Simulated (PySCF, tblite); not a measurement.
C₆H₁₂P₂.
Numbering: `[CH3:1][P:2]([PH2:3])[C:4]1=[CH:5][CH2:6][CH2:7][CH2:8]1` (hydrogens: H9, H10, H11 on C1; H12, H13 on P3; H14 on C5; H15, H16 on C6; H17, H18 on C7; H19, H20 on C8)

Computed geometry: GFN2-xTB, gas phase.

(1) List the bond lengths, angles and torsions at this level.

Results:

(1) 
```csv
bond,length (Å)
C1–P2,1.861
P2–P3,2.173
P2–C4,1.818
C4=C5,1.328
C5–C6,1.498
C6–C7,1.538
C7–C8,1.537
C4–C8,1.508
"C1–H9, C1–H10, C1–H11",1.089
"P3–H12, P3–H13",1.393
C5–H14,1.079
"C6–H15, C6–H16",1.092
"C7–H17, C7–H18",1.089
"C8–H19, C8–H20",1.092
```

Bonds in one row agree within 0.01 Å and their mean is given. A selection of angles:
```csv
angle,degrees
C1–P2–P3,97.9
C1–P2–C4,98.5
P3–P2–C4,99.3
P2–C4–C5,128.4
P2–C4–C8,120.1
C5–C4–C8,111.4
C4–C5–C6,112.3
C5–C6–C7,103.5
C6–C7–C8,105.4
C4–C8–C7,103.7
```

Dihedral angles: C1–P2–C4–C5 115° (anticlinal); P2–C4–C5–C6 176° (antiperiplanar); C4–C5–C6–C7 -12° (synperiplanar); C5–C6–C7–C8 18° (synperiplanar); C6–C7–C8–C4 -18° (synperiplanar); P2–C4–C8–C7 -165° (antiperiplanar). The mirror-image conformer, all signs reversed, is as good.

The 5-membered ring C4–C5–C6–C7–C8 has internal angles of 103.5° to 112.3° (sum 536°, against 540° for a flat polygon); it is puckered, 0.09 Å rms from its mean plane, widest ring torsion 18°. Of the pairs four or more bonds apart, P3···H14 is among the closest relative to their van der Waals radii: 2.75 Å, 92 % of the sum of Bondi's values. P2 (three-coordinate phosphorus) is pyramidal (angles 99.3°, 98.5° and 97.9°, sum 295.7°, 0.94 Å off the plane of its three neighbours). The 5 C–C bonds span 1.328 Å (C4=C5, drawn double) to 1.538 Å (C6–C7, drawn single), a spread of 0.210 Å. The 2 C–P bonds span 1.818 Å (P2–C4, drawn single) to 1.861 Å (C1–P2, drawn single), a spread of 0.043 Å. P3 (three-coordinate phosphorus) is pyramidal (angles 92.8°, 92.0° and 91.9°, sum 276.7°, 0.86 Å off the plane of its three neighbours).

Point group: C1 (no symmetry element, even within 0.4 Å). Its GFN2-xTB frequencies are all real (lowest 30 cm⁻¹). One conformer, not necessarily the lowest (C1–P2–P3–H 175° and 83°, C1–P2–C4–C5 115°, C4–C5–C6–C7 -12°, C5–C6–C7–C8 18°, C6–C7–C8–C4 -18°, P2–C4–C8–C7 -165°).
